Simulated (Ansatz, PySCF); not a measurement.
Molecule: CH3Si (charge 0, doublet). It need not be the lowest isomer of its formula. 
Structure (B3LYP-D3(BJ)/def2-TZVP (Ansatz, a first-principles code) minimum search):
```xyz
5

C     -1.0946    -0.0911    -0.0174
Si     0.6114    -0.0386     0.0085
H     -1.6691     0.8306    -0.0133
H     -1.6688    -1.0070    -0.0383
H      1.3450     1.2633     0.0370
```
Charge 0, spin multiplicity 2.

Total electronic energies in hartree. Cores are frozen in the correlated levels unless marked. UHF or UKS for open shells. No spin-orbit coupling. Non-relativistic. Basis-set limits of correlation are two-point, X^-3; Hartree-Fock from the larger set.

The UHF reference is spin-contaminated (<S^2> 0.44 over the pure value in the largest basis). The T1 diagnostic of CCSD in the largest basis is 0.068, which is high, so the coupled-cluster rows are less sure than usual.

```tsv
level	program	energy (Eh)
BP86/def2-TZVPD	PySCF	-329.34389
TPSS-D3(BJ)/def2-TZVPD	PySCF + dftd3	[?]
MP2/aug-cc-pV(D+d)Z	Ansatz	-328.66776
MP2/aug-cc-pV(T+d)Z	Ansatz	-328.72957
SCS-MP2/6-31G*	Ansatz	-328.60534
CCSD/CBS(cc-pV(T+d)Z,cc-pV(Q+d)Z)	Ansatz	-328.7947
CCSD(T)/6-31G	Ansatz	-328.54832
CCSDT/cc-pV(D+d)Z	Ansatz	-328.70986
CCSD(T)/CBS(cc-pV(T+d)Z,cc-pV(Q+d)Z)	Ansatz	-328.8107
```

Question: Fill in the missing entries.

Answer: 
- TPSS-D3(BJ)/def2-TZVPD, energy (Eh): -329.35160
